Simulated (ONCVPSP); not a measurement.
## Pseudopotential generation for Si (Z = 14): ONCV, LDA (Perdew-Wang 92), scalar-relativistic.

silicon, optimised norm-conserving Vanderbilt (ONCV), made with ONCVPSP 4.0.1 (LDA (Perdew-Wang 92), scalar-relativistic). Core [Ne], reference 3s2 3p1 (charge +1). Waves: 3s: rc 1.70 bohr, ncon 4, nbas 8, qcut 4 1/bohr, 3 projectors, debl 2 Ha; 3p: rc 1.95 bohr, ncon 4, nbas 8, qcut 3.4 1/bohr, 3 projectors, debl 3.8 Ha; d scattering state at 0.21 Ha: rc 1.90 bohr, ncon 4, nbas 7, qcut 5.5 1/bohr, 2 projectors, debl 0.5 Ha. Local part: polynomial inside 1.60 bohr (lpopt 5, dvloc0 0 Ha). Core correction: none.

Calculated quality:

| Property | Result |
| --- | --- |
| Cutoffs needed | 7.9 Ha and 29 Ha (the cutoffs (Ha) at which the residual kinetic energy of the hardest occupied pseudo-wave falls to 1 and 0.1 mHa per electron) |
| Ghost test | no bound ghost flagged; GHOST(+) flagged for s at 184.0 eV |
| Largest excitation error | +177 meV (all-electron minus pseudo) for 3s1 3p0, out of 4 test configurations |

Generation and tests took about 3.5 s on one core of a shared server CPU.
